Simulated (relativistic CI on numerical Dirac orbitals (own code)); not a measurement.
## Rh²⁺: resonant inelastic scattering at the L2,3 edge

Computed with this model: Dirac-Coulomb-Breit CI, KLI orbitals optimised for each configuration, a model potential for QED, valence Slater integrals scaled by 0.8, Kramers-Heisenberg scattering through one core-hole configuration in a parametric crystal field; configurations [Kr] 4d7 → [He] 2s2 2p5 3s2 3p6 3d10 4s2 4p6 4d8; 80 K; core-hole width 1.6 eV; summed over polarisations. Incident energies are the highest absorption maxima for each field (at most a few, so the weaker spin-orbit partner edge can be absent), on the computed scale of the free ion. Intensities are in per cent of the strongest line above 0.02 eV; levels within 1 cm⁻¹ are merged; final levels count from the ground level, the first row holds all elastic scattering, lines under 0.4 are left out and each table stops after 24 rows. The scale of the Slater integrals is a model choice and moves the terms in proportion.

Field parameters in Wybourne normalisation: Oh B⁴₀ = 21Dq, B⁴₄ = √(5/14) B⁴₀. The field is a parameter set, without covalency.

S is read from ⟨S²⟩ = S(S + 1).

Oh, 10Dq = 4700 cm⁻¹:

| Final level (eV) | Degeneracy | Irrep | S | 3005.3 eV |
| --- | --- | --- | --- | --- |
| 0.000 | 2 | Γ6 | 1.49 | 419.0 |
| 0.076 | 4 | Γ8 | 1.49 | 100.0 |
| 0.208 | 4 | Γ8 | 1.48 | 41.7 |
| 0.303 | 2 | Γ7 | 1.50 | 6.4 |
| 0.668 | 4 | Γ8 | 1.47 | 43.6 |
| 0.677 | 2 | Γ6 | 1.49 | 15.0 |
| 0.736 | 4 | Γ8 | 1.48 | 12.9 |
| 0.772 | 2 | Γ7 | 1.49 | 1.1 |
| 1.292 | 4 | Γ8 | 0.59 | 2.1 |
| 1.323 | 4 | Γ8 | 1.46 | 13.1 |
| 1.645 | 4 | Γ8 | 0.57 | 12.6 |
| 1.766 | 4 | Γ8 | 0.88 | 6.4 |
| 1.812 | 2 | Γ7 | 1.03 | 4.9 |
| 1.814 | 2 | Γ6 | 0.52 | 5.4 |
| 1.860 | 4 | Γ8 | 1.05 | 10.5 |
| 1.888 | 4 | Γ8 | 1.38 | 20.5 |
| 1.994 | 2 | Γ6 | 1.25 | 4.2 |
| 2.080 | 2 | Γ6 | 0.68 | 10.9 |
| 2.256 | 4 | Γ8 | 0.88 | 7.5 |
| 2.386 | 2 | Γ7 | 0.53 | 6.8 |
| 2.419 | 2 | Γ6 | 0.72 | 1.4 |
| 2.447 | 4 | Γ8 | 0.51 | 7.0 |
| 2.470 | 2 | Γ6 | 0.51 | 2.2 |
| 2.529 | 4 | Γ8 | 0.60 | 3.9 |

Oh, 10Dq = 10650 cm⁻¹:

| Final level (eV) | Degeneracy | Irrep | S | 3005.7 eV | 3148.7 eV |
| --- | --- | --- | --- | --- | --- |
| 0.000 | 2 | Γ6 | 1.49 | 554.4 | 32.9 |
| 0.075 | 4 | Γ8 | 1.45 | 100.0 | 2.7 |
| 0.180 | 4 | Γ8 | 1.39 | 70.9 | 5.2 |
| 0.287 | 2 | Γ7 | 1.50 | 13.2 | 1.0 |
| 0.655 | 4 | Γ8 | 0.75 | 7.5 | 7.1 |
| 1.271 | 4 | Γ8 | 1.32 | 93.8 | 5.0 |
| 1.320 | 2 | Γ6 | 1.47 | 45.8 | 26.3 |
| 1.344 | 4 | Γ8 | 1.47 | 41.3 | 15.9 |
| 1.397 | 2 | Γ7 | 1.42 | 3.7 | 7.2 |
| 1.667 | 4 | Γ8 | 0.64 | 16.0 | 35.2 |
| 1.794 | 2 | Γ6 | 0.57 | 2.5 | 8.6 |
| 1.834 | 4 | Γ8 | 0.71 | 21.3 | 9.5 |
| 1.852 | 2 | Γ7 | 0.65 | 7.0 | 2.1 |
| 2.101 | 4 | Γ8 | 0.73 | 28.1 | 1.1 |
| 2.252 | 2 | Γ6 | 0.63 | 8.4 | 3.1 |
| 2.483 | 2 | Γ7 | 1.45 | 2.4 | 9.7 |
| 2.493 | 4 | Γ8 | 1.47 | 26.6 | 19.3 |
| 2.639 | 4 | Γ8 | 1.37 | 19.3 | 6.6 |
| 2.674 | 2 | Γ6 | 1.24 | 26.3 | 10.2 |
| 2.705 | 4 | Γ8 | 1.36 | 10.0 | 7.1 |
| 2.865 | 2 | Γ6 | 0.79 | 13.9 | 18.8 |
| 2.906 | 2 | Γ7 | 0.57 | 10.1 | 28.5 |
| 2.992 | 4 | Γ8 | 0.70 | 2.3 | 6.4 |
| 3.127 | 4 | Γ8 | 0.55 | 18.0 | 25.6 |

Oh, 10Dq = 16550 cm⁻¹:

```tsv
Final level (eV)	Degeneracy	Irrep	S	3005 eV	3005.9 eV	3148.8 eV
0.000	4	Γ8	0.71	279.0	316.5	26.3
0.247	2	Γ6	1.50	7.5	4.8	0.1
0.348	4	Γ8	1.48	30.9	16.4	1.8
0.520	2	Γ7	1.50	7.9	4.8	0.8
0.578	4	Γ8	1.39	11.0	6.8	8.6
1.794	4	Γ8	0.65	59.8	100.0	2.5
1.942	4	Γ8	0.63	59.9	59.6	15.3
1.959	2	Γ6	0.62	26.8	15.1	9.5
1.984	2	Γ7	0.66	7.7	20.6	14.9
2.280	4	Γ8	1.46	1.6	5.4	1.6
2.300	2	Γ6	1.42	3.4	4.7	2.1
2.382	4	Γ8	1.08	22.1	23.1	7.3
2.423	2	Γ7	1.42	0.4	0.9	0.7
2.470	4	Γ8	0.98	17.7	15.9	9.4
2.557	2	Γ6	0.54	11.3	10.8	12.6
3.341	2	Γ7	1.28	3.2	6.5	0.8
3.388	4	Γ8	1.39	3.2	4.6	3.0
3.528	4	Γ8	1.35	1.3	2.6	1.5
3.564	2	Γ6	1.37	0.2	0.8	0.2
3.602	2	Γ7	0.85	0.9	1.9	0.7
3.631	4	Γ8	0.85	1.9	2.9	5.3
3.770	2	Γ6	0.69	0.4	1.6	0.3
4.056	4	Γ8	0.54	0.4	1.5	0.9
4.247	4	Γ8	0.89	2.0	5.0	2.7
```

For the first field the strongest loss at the lowest incident energy is the level at 0.08 eV (S = 1.49, against 1.49 in the thermal ground state). Levels of other spin, the first over 8 % at 1.64 eV, appear because spin-orbit coupling of the core hole, and in heavier ions of the valence shell too, mixes spins.
